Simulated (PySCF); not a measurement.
C$_{4}$H$_{10}$MgO, singlet, geometry from GFN2-xTB (such geometries of metal compounds can be far from the true shape); HF/cc-pVDZ, polarisability (PySCF).

The PySCF input:
```python
from pyscf import gto, scf
from pyscf.prop import polarizability

mol = gto.Mole()
mol.atom = '''
    Mg    0.081310   -1.197826   -0.703424
    C     0.091956    0.745145    0.037832
    C    -1.316422    1.137674    0.438539
    C     1.013130    0.819656    1.239616
    C     0.599030    1.636060   -1.082754
    H    -1.322378    2.148947    0.859015
    H    -1.702064    0.452653    1.193686
    H    -1.991052    1.122127   -0.418593
    H     0.685839    0.125554    2.013800
    H     2.040536    0.574060    0.967242
    H     1.004498    1.830606    1.660885
    H     1.610117    1.361952   -1.384942
    H    -0.051911    1.589207   -1.956170
    H     0.625052    2.679028   -0.743434
    O    -0.435689   -2.529855    0.219316
    H    -0.715008   -3.302585    0.695677
'''
mol.basis = 'cc-pvdz'
mol.charge = 0
mol.spin = 0
mol.verbose = 4
mol.build()

mf = scf.RHF(mol)
mf.kernel()
alpha = mf.Polarizability().polarizability()[2, 2]
print('alpha_zz =', alpha)
```

It wrote (shortened):

```
site-packages/pyscf/prop/efg/rhf.py:45: UserWarning: Module EFG is under testing
  warnings.warn('Module EFG is under testing')
site-packages/pyscf/prop/efg/dhf.py:30: UserWarning: Module EFG is under testing
  warnings.warn('Module EFG is under testing')
site-packages/pyscf/prop/zfs/uhf.py:40: UserWarning: Module ZFS is under testing
  warnings.warn('Module ZFS is under testing')
site-packages/pyscf/prop/gtensor/uhf.py:43: UserWarning: Module g-tensor is under testing
  warnings.warn('Module g-tensor is under testing')
site-packages/pyscf/prop/gtensor/uks.py:41: UserWarning: Module g-tensor is under testing
  warnings.warn('Module g-tensor is under testing')
site-packages/pyscf/prop/hfc/uks.py:35: UserWarning: Module HFC is under testing
  warnings.warn('Module HFC is under testing')
site-packages/pyscf/prop/magnetizability/rhf.py:39: UserWarning: Module magnetizability is under testing
  warnings.warn('Module magnetizability is under testing')
site-packages/pyscf/prop/magnetizability/uhf.py:37: UserWarning: Module magnetizability is under testing
  warnings.warn('Module magnetizability is under testing')
site-packages/pyscf/prop/magnetizability/rks.py:37: UserWarning: Module magnetizability is under testing
  warnings.warn('Module magnetizability is under testing')
site-packages/pyscf/prop/magnetizability/uks.py:39: UserWarning: Module magnetizability is under testing
  warnings.warn('Module magnetizability is under testing')
site-packages/pyscf/prop/polarizability/uhf.py:34: UserWarning: Module polarizability is under testing
  warnings.warn('Module polarizability is under testing')
site-packages/pyscf/prop/polarizability/rks.py:29: UserWarning: Module polarizability is under testing
  warnings.warn('Module polarizability is under testing')
site-packages/pyscf/prop/polarizability/uks.py:29: UserWarning: Module polarizability is under testing
  warnings.warn('Module polarizability is under testing')
PySCF version 2.14.0

[INPUT] verbose = 4
[INPUT] num. atoms = 16
[INPUT] num. electrons = 54
[INPUT] charge = 0
[INPUT] spin (= nelec alpha-beta = 2S) = 0
[INPUT] symmetry False subgroup None
[INPUT] Mole.unit = angstrom
[INPUT] Symbol           X                Y                Z      unit          X                Y                Z       unit  Magmom
[INPUT]  1 Mg     0.081310000000  -1.197826000000  -0.703424000000 AA    0.153653631188  -2.263563084883  -1.329278709446 Bohr   0.0
[INPUT]  2 C      0.091956000000   0.745145000000   0.037832000000 AA    0.173771655511   1.408119973089   0.071492118745 Bohr   0.0
[INPUT]  3 C     -1.316422000000   1.137674000000   0.438539000000 AA   -2.487677044352   2.149892279038   0.828718604941 Bohr   0.0
[INPUT]  4 C      1.013130000000   0.819656000000   1.239616000000 AA    1.914538228581   1.548925356357   2.342534739629 Bohr   0.0
[INPUT]  5 C      0.599030000000   1.636060000000  -1.082754000000 AA    1.132002640398   3.091705323356  -2.046108520277 Bohr   0.0
[INPUT]  6 H     -1.322378000000   2.148947000000   0.859015000000 AA   -2.498932253150   4.060921286206   1.623303086893 Bohr   0.0
[INPUT]  7 H     -1.702064000000   0.452653000000   1.193686000000 AA   -3.216434806482   0.855390199463   2.255739618728 Bohr   0.0
[INPUT]  8 H     -1.991052000000   1.122127000000  -0.418593000000 AA   -3.762542979768   2.120512706980  -0.791026127660 Bohr   0.0
[INPUT]  9 H      0.685839000000   0.125554000000   2.013800000000 AA    1.296047875546   0.237262673844   3.805530469649 Bohr   0.0
[INPUT] 10 H      2.040536000000   0.574060000000   0.967242000000 AA    3.856054187315   1.084816179068   1.827822476177 Bohr   0.0
[INPUT] 11 H      1.004498000000   1.830606000000   1.660885000000 AA    1.898226112673   3.459343981986   3.138617774398 Bohr   0.0
[INPUT] 12 H      1.610117000000   1.361952000000  -1.384942000000 AA    3.042680158506   2.573716274804  -2.617161078407 Bohr   0.0
[INPUT] 13 H     -0.051911000000   1.589207000000  -1.956170000000 AA   -0.098097572852   3.003165985242  -3.696625553090 Bohr   0.0
[INPUT] 14 H      0.625052000000   2.679028000000  -0.743434000000 AA    1.181177093612   5.062629200041  -1.404886651690 Bohr   0.0
[INPUT] 15 O     -0.435689000000  -2.529855000000   0.219316000000 AA   -0.823332885486  -4.780733084862   0.414447174735 Bohr   0.0
[INPUT] 16 H     -0.715008000000  -3.302585000000   0.695677000000 AA   -1.351169296873  -6.240981153097   1.314639001159 Bohr   0.0

nuclear repulsion = 277.005763118986
number of shells = 60
number of NR pGTOs = 241
number of NR cGTOs = 138
basis = cc-pvdz
ecp = {}

******** <class 'pyscf.scf.hf.RHF'> ********
method = RHF
initial guess = minao
damping factor = 0
level_shift factor = 0
DIIS = <class 'pyscf.scf.diis.CDIIS'>
diis_start_cycle = 1
diis_space = 8
diis_damp = 0
SCF conv_tol = 1e-09
SCF conv_tol_grad = None
SCF max_cycles = 50
direct_scf = True
direct_scf_tol = 1e-13
Set gradient conv threshold to 3.16228e-05
Initial guess from minao.
init E= -432.564318114252
  HOMO = -0.225396402924459  LUMO = -0.0605344732600539  gap/eV = 4.48612
cycle= 1 E= -431.622916888141  delta_E= 0.941  |g|= 0.722  |ddm|= 3.32
  HOMO = -0.262059423114431  LUMO = 0.0204864307927268  gap/eV = 7.68846
cycle= 2 E= -431.719642439384  delta_E= -0.0967  |g|= 0.49  |ddm|=  0.9
  HOMO = -0.28543028583961  LUMO = 0.0198674603231508  gap/eV = 8.30757
cycle= 3 E= -431.766193732662  delta_E= -0.0466  |g|= 0.0645  |ddm|= 0.35
  HOMO = -0.292025120333156  LUMO = 0.0186615635859688  gap/eV = 8.45422
cycle= 4 E= -431.768971038302  delta_E= -0.00278  |g|= 0.0146  |ddm|= 0.142
  HOMO = -0.292444943411669  LUMO = 0.0180874110501668  gap/eV = 8.45002
cycle= 5 E= -431.7692352735  delta_E= -0.000264  |g|= 0.00666  |ddm|= 0.047
  HOMO = -0.292963689163751  LUMO = 0.0171443436326921  gap/eV = 8.43847
cycle= 6 E= -431.769306326427  delta_E= -7.11e-05  |g|= 0.00255  |ddm|= 0.03
  HOMO = -0.29339073560651  LUMO = 0.016745596884717  gap/eV = 8.43924
cycle= 7 E= -431.769315667316  delta_E= -9.34e-06  |g|= 0.000764  |ddm|= 0.0118
  HOMO = -0.293350350118532  LUMO = 0.0166362962097315  gap/eV = 8.43517
cycle= 8 E= -431.769316340294  delta_E= -6.73e-07  |g|= 0.00017  |ddm|= 0.00358
  HOMO = -0.293382612893105  LUMO = 0.0166234360920452  gap/eV = 8.43569
cycle= 9 E= -431.769316359626  delta_E= -1.93e-08  |g|= 8.42e-05  |ddm|= 0.00047
  HOMO = -0.293368403104457  LUMO = 0.0166189458632742  gap/eV = 8.43519
cycle= 10 E= -431.769316363581  delta_E= -3.96e-09  |g|= 2.11e-05  |ddm|= 0.000222
  HOMO = -0.29337093147407  LUMO = 0.0166186590851698  gap/eV = 8.43525
cycle= 11 E= -431.769316363946  delta_E= -3.64e-10  |g|= 5.41e-06  |ddm|= 6.28e-05
  HOMO = -0.293370332980988  LUMO = 0.0166186345472941  gap/eV = 8.43523
Extra cycle  E= -431.76931636396  delta_E= -1.44e-11  |g|= 2.55e-06  |ddm|= 1.03e-05
converged SCF energy = -431.76931636396
Isotropic polarizability 68.662386567
Polarizability anisotropy 12.3163791261
alpha_zz = 69.79414290272625
```
